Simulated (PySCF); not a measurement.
## EPR parameters of C6H10FO

Compound: C₆H₁₀FO (doublet state).
Z-matrix (Å and degrees, GFN2-xTB geometry), rows numbered from 1:
```
C 
O   1  1.4106
C   2  1.3602  1  116.84
F   3  1.3707  2  114.32  1   -29.25
C   3  1.4738  2  118.08  1  -171.83
C   5  1.5443  3  117.10  2  -160.43
C   6  1.5351  5   89.77  3  -134.76
C   7  1.5326  6   89.60  5    13.39
H   1  1.0941  2  111.07  3    65.41
H   1  1.0946  2  111.03  3   -55.88
H   1  1.0878  2  106.09  3  -175.20
H   5  1.0898  3  107.36  2   -32.44
H   6  1.0878  5  111.70  3   -20.44
H   6  1.0874  5  115.71  3   105.43
H   7  1.0875  6  115.93  5   132.35
H   7  1.0880  6  112.68  5  -101.06
H   8  1.0875  5  111.78  3    19.02
H   8  1.0870  5  115.35  3  -106.86
```

The hyperfine couplings belong to this conformer and change with its torsions.

The species is `CO[C](F)C1CCC1` [radical].

Computed with UKS B3LYP, pcH-1 on C F H O, non-relativistic, mean-field spin-orbit, GIAO (PySCF). Isolated species at its GFN2-xTB geometry (one conformer only). A GFN2-xTB geometry isn't a minimum of the functional, and hyperfine couplings can be far from their values at a DFT geometry. The SCF solution wasn't tested for stability.

| Quantity | Value |
| --- | --- |
| g1, g2, g3 | 2.00195, 2.00392, 2.00450 |
| g_iso | 2.00346 |
| Form of g | rhombic: the two nearest values differ by 23 % of g3 − g1 |
| ⟨S²⟩ | 0.7529 (exact 0.7500) |
| α and β electrons | 32, 31 |
| Total energy | -409.66089 Eh |
| Basis functions | 300 |

Isotropic coupling and dipolar principal values T1 to T3, in MHz:

```
atom  isotope  a_iso      T1      T2     T3  Mulliken spin population
  C1      13C    3.7    -1.8    -0.8    2.7                     -0.01
  O2      17O  -21.2   -57.1    27.0   30.2                      0.10
  C3      13C  285.8   -75.6   -73.8  149.4                      0.81
  F4      19F  269.4  -199.9  -173.3  373.2                      0.05
  C5      13C    7.3    -4.2    -2.5    6.6                     -0.05
  C6      13C   40.7    -2.5    -1.9    4.4                      0.02
  C7      13C   -3.1    -0.7     0.0    0.6                      0.00
  C8      13C   49.1    -6.5    -5.9   12.4                      0.07
  H9       1H   10.9    -3.3    -2.9    6.1                      0.00
 H10       1H   13.1    -4.4    -3.7    8.1                      0.02
 H11       1H   -1.8    -3.0    -2.5    5.5                      0.00
 H12       1H    1.2    -5.7    -4.6   10.3                      0.00
 H13       1H   -2.4    -4.2    -2.5    6.7                      0.00
 H14       1H   -1.5    -2.6    -1.9    4.5                      0.00
 H15       1H    0.7    -1.2    -0.8    2.0                      0.00
 H16       1H    0.0    -1.3    -0.8    2.1                      0.00
 H17       1H   -4.5    -4.8    -0.6    5.4                      0.00
 H18       1H    0.1    -3.8    -1.1    4.9                      0.00
```

The Mulliken spin populations are largest on C3 (+0.81), O2 (+0.10) and C8 (+0.07). No atom but C3 exceeds +0.15. The angles at C3 add up to 348.8°, so it is slightly pyramidal.

Under fast tumbling the dipolar parts average out, and these isotropic splittings remain: 1 × 19F (F4, I = 1/2, 2 lines) with 9.61 mT, 3 × 1H (H9/H10/H11, I = 1/2, 4 lines) with 0.26 mT, 2 × 1H (H13/H17, I = 1/2, 3 lines) with 0.12 mT and 1 × 1H (H12, I = 1/2, 2 lines) with 0.04 mT.

Class means assume fast exchange of nuclei equivalent by connectivity; if that motion is slow, each nucleus keeps its own coupling. The three 1H nuclei of mean +7.4 MHz run from -1.8 to 13.1 MHz in the frozen geometry.

The 13C coupling of C3 (285.8 MHz) shows only in satellite lines or after enrichment, since that isotope makes up about 1.07 % of natural carbon.

The 17O coupling of O2 (-21.2 MHz) shows only in satellite lines or after enrichment, since that isotope makes up about 0.038 % of natural oxygen.

Examples of negative spin density at the nucleus (bohr⁻³): C7 (-0.0027).
